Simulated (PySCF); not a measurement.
Si(H)(NH2)3 (H₇N₃Si), SMILES N[SiH](N)N.

Geometry optimised at PBE0-D3(BJ)/def2-SVP. Other conformers were not sampled.

The numbers are results of PBE0-D3(BJ)/def2-SVP (PySCF), not measurements.

Frequencies are harmonic and unscaled.

| mode | ν (cm⁻¹) | IR (km/mol) | moving atoms (share of kinetic energy) |
|---|---|---|---|
| 1 | 207 | 7.8 | H 75 %, N 21 % |
| 2 | 246 | 4.2 | N 47 %, H 42 %, Si 11 % |
| 3 | 272 | 3.2 | H 67 %, N 27 % |
| 4 | 298 | 1.3 | H 60 %, Si 24 %, N 16 % |
| 5 | 339 | 235.5 | H 81 %, N 19 % |
| 6 | 358 | 1.5 | H 71 %, N 19 %, Si 10 % |
| 7 | 418 | 182.3 | H 63 %, N 35 % |
| 8 | 432 | 169.1 | H 74 %, N 25 % |
| 9 | 437 | 77.4 | H 88 %, N 11 % |
| 10 | 719 | 7.7 | H 93 % |
| 11 | 722 | 12.6 | H 65 %, N 35 % |
| 12 | 789 | 60.6 | N 48 %, H 36 %, Si 16 % |
| 13 | 824 | 0.9 | H 62 %, N 35 % |
| 14 | 854 | 58.6 | N 42 %, H 36 %, Si 22 % |
| 15 | 906 | 50.4 | H 48 %, N 30 %, Si 22 % |
| 16 | 954 | 239.3 | H 50 %, Si 31 %, N 19 % |
| 17 | 966 | 251.0 | H 66 %, Si 24 %, N 10 % |
| 18 | 1529 | 104.9 | H 88 %, N 12 % |
| 19 | 1538 | 15.7 | H 90 %, N 10 % |
| 20 | 1538 | 61.9 | H 88 %, N 11 % |
| 21 | 2201 | 202.0 | H 97 % |
| 22 | 3611 | 20.4 | H 96 % |
| 23 | 3612 | 18.9 | H 96 % |
| 24 | 3622 | 24.9 | H 96 % |
| 25 | 3715 | 0.5 | H 91 %, N 9 % |
| 26 | 3715 | 46.2 | H 91 %, N 9 % |
| 27 | 3728 | 29.5 | H 91 %, N 9 % |
